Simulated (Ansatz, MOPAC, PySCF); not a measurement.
BGeH5 (SMILES [BH2][GeH3]) and H2O (SMILES O) are pulled apart as rigid monomers along the line of their centres of mass, from the B3LYP-D3(BJ)/def2-TZVP minimum. Starting geometry (charge 0, multiplicity 1):
```xyz
10

B      1.2228     0.2876     0.8022
Ge    -0.6192    -0.0185    -0.1290
H      2.0332    -0.5662     0.5876
H      1.6274     1.4131     0.7644
H     -0.5644     0.0266    -1.6702
H     -1.2459    -1.3967     0.2370
H     -1.7065     1.0102     0.2943
O      0.9414     0.0806     2.4767
H      0.5703    -0.7957     2.6521
H      0.3058     0.7356     2.7976
```

Interaction energies with rigid monomers; basis-set methods are counterpoise corrected unless marked otherwise.

Rows in 3-21G, 6-31G* carry no dispersion term and start afresh at each structure (6-31G* with six Cartesian d functions); the Pople sets are all-electron and without relativity. The state reached by AM1, PM7 isn't checked; PM7 holds dispersion and hydrogen-bond terms.

Codes used: Ansatz (Gaussian orbitals); MOPAC for AM1, PM7 (differences of heats of formation); PySCF for 3-21G rows, 6-31G* rows. Each number belongs to the level named beside it.

| B1···O8 (Å) | AM1 (kJ/mol) | PM7 (kJ/mol) | HF/3-21G (no counterpoise) (kJ/mol) | M06-2X/6-31G* (no counterpoise) (kJ/mol) | wB97M-V/def2-TZVPPD (kJ/mol) |
|---|---|---|---|---|---|
| 1.58 | -116.5 | -120.3 | -136.7 | -128.5 | -103.3 |
| 1.71 | (withheld) | -120.2 | -150.2 | -136.2 | -111.8 |
| 1.92 | -95.8 | -90.8 | -135.0 | -118.8 | -97.7 |
| 2.30 | -28.7 | -38.1 | -88.4 | -76.2 | -59.7 |
| 2.93 | -2.9 | -8.4 | -37.7 | -31.6 | (withheld) |

### Question
Some entries are withheld; supply them.

### Answer

- 2.93, wB97M-V/def2-TZVPPD (kJ/mol): -21.6
- 1.71, AM1 (kJ/mol): -121.0

Ansatz is a first-principles code.
